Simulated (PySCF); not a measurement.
Ionisation energy of Sb⁺ by level of theory

Sb⁺ [Kr] 4d10 5s2 5p2 (3P) → Sb²⁺ [Kr] 4d10 5s2 5p1 (2P), as a difference of total energies. Calculation: PySCF 2.14, in aug-cc-pwCVTZ-PP with ECP28MDF; scalar relativity through the core potential. Correlated levels: valence: 4s2 4p6 4d10 frozen. The calculations carry no spin-orbit coupling.

| method | ionisation energy (eV) | difference from reference (eV) |
| --- | --- | --- |
| UHF | 16.003 | -0.623 |
| MP2 (valence) | 16.333 | -0.293 |
| SCS-MP2 (valence) | 16.270 | -0.356 |
| CCSD (valence) | 16.367 | -0.259 |
| CCSD(T) (valence) | 16.391 | -0.235 |

Reference: 16.626 ± 0.025 eV (measured; NIST Atomic Spectra Database, ionization energies).

The reference lies between the lowest fine-structure levels, while these numbers refer to the centres of the terms.

Errors of the correlated levels include the incompleteness of this basis and the frozen core.
